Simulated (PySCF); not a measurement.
C2H4F2, SMILES FCCF.

Geometry: PBE-D3(BJ)/def2-SVP. Other conformers were not sampled.

Level of theory: PBE/def2-TZVPD run with PySCF.

Symmetry labels are those of the subgroup C2 that the program uses (full group C2).

Problem. List the valence orbital energies around the gap with their symmetry. (Estimate from the structure and the level; the computed values follow.)

Solution. 
```csv
orbital,symmetry,energy (eV)
HOMO−7,B,-12.89
HOMO−6,A,-12.22
HOMO−5,B,-11.45
HOMO−4,A,-11.17
HOMO−3,B,-9.45
HOMO−2,B,-8.29
HOMO−1,A,-8.27
HOMO,A,-7.85
LUMO,A,-0.32
LUMO+1,A,0.39
LUMO+2,B,0.45
LUMO+3,B,0.81
```
